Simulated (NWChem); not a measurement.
## A calculation on FZn (+1)

All runs are NWChem calculations. Structure: optimised with PBE/def2-SVP, a minimum by its harmonic frequencies.

The NWChem input:

```
start mol
memory heap 200 mb stack 900 mb global 1100 mb
charge 1
geometry "system" units angstroms nocenter noautoz noautosym
  Zn     0.000000     0.000000    -0.399909
  F      0.000000     0.000000     1.333029
end
set geometry "system"
basis spherical
  * library 6-31g*
end
dft
  xc pbe0
  semidirect memsize 60000000 filesize 0
  iterations 100
  convergence energy 1e-10 density 1e-9 gradient 1e-8
  tolerances tight
end
task dft energy
rt_tddft
  tmax 150.0
  dt 0.2
  tag "kick"
  print dipole
  field "kick"
    type delta
    polarization x
    max 0.0001
  end
  excite "system" with "kick"
end
task dft rt_tddft
```

Change of the dipole's x component after the kick, in units of 1e-4 a.u.:

| time (a.u.) | Δμ |
|---|---|
| 0.0 | 0.000 |
| 0.4 | 0.454 |
| 0.8 | 0.611 |
| 1.2 | 0.223 |
| 1.6 | -0.223 |
| 2.0 | -0.246 |
| 2.4 | 0.134 |
| 2.8 | 0.472 |
| 3.2 | 0.456 |
| 3.6 | 0.227 |
| 4.0 | 0.085 |
| 4.4 | 0.122 |
| 4.8 | 0.197 |
| 5.2 | 0.160 |
| 5.6 | 0.054 |
| 6.0 | 0.054 |
| 6.4 | 0.180 |
| 6.8 | 0.245 |
| 7.2 | 0.106 |
| 7.6 | -0.153 |
| 8.0 | -0.268 |
| 8.4 | -0.098 |
| 8.8 | 0.174 |
| 9.2 | 0.230 |
| 9.6 | 0.003 |
| 10.0 | -0.277 |
| 10.4 | -0.339 |
| 10.8 | -0.148 |
| 11.2 | 0.065 |
| 11.6 | 0.094 |
| 12.0 | -0.040 |
| 12.4 | -0.194 |
| 12.8 | -0.233 |
| 13.2 | -0.148 |
| 13.6 | -0.045 |
| 14.0 | -0.014 |
| 14.4 | -0.048 |
| 14.8 | -0.078 |
| 15.4 | -0.014 |
| 15.8 | 0.018 |
| 16.2 | -0.042 |
| 16.6 | -0.116 |
| 17.0 | -0.068 |
| 17.4 | 0.109 |
| 17.8 | 0.251 |
| 18.2 | 0.186 |
| 18.6 | -0.045 |
| 19.0 | -0.189 |
| 19.4 | -0.067 |
| 19.8 | 0.213 |
| 20.2 | 0.369 |
| 20.6 | 0.240 |
| 21.0 | -0.030 |
| 21.4 | -0.136 |
| 21.8 | 0.030 |
| 22.2 | 0.258 |
| 22.6 | 0.290 |
| 23.0 | 0.111 |
| 23.4 | -0.034 |
| 23.8 | 0.040 |
| 24.2 | 0.201 |
| 24.6 | 0.207 |
| 25.0 | 0.025 |
| 25.4 | -0.112 |
| 25.8 | -0.026 |
| 26.2 | 0.160 |
| 26.6 | 0.178 |
| 27.0 | -0.030 |
| 27.4 | -0.242 |
| 27.8 | -0.240 |
| 28.2 | -0.060 |
| 28.6 | 0.077 |
| 29.0 | 0.015 |
| 29.4 | -0.161 |
| 29.8 | -0.271 |
